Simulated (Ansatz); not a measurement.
Ansatz (a first-principles code) input:

Ansatz 0.2 input:
```yaml
crystal:
  periodic: [false, false, false]
  atoms:
    - {symbol: N, position_ang: [-0.00000000, -0.00000000, -0.13532734]}
    - {symbol: H, position_ang: [0.00000000, 0.00000000, 0.94729136]}
basis:
  gaussian:
    orbitals: def2-TZVPD
hamiltonian:
  xc: {name: wB97X-V}
magnetization: {spin_polarized: true, initial_magnetization: 2}
```

Question: Predict the final energy.

Answer: -55.22079 Eh (wB97X-V/def2-TZVPD). The basis has 46 functions.

This state (charge 0, triplet) is run at the relaxed geometry of the species with charge 1 and multiplicity 2.
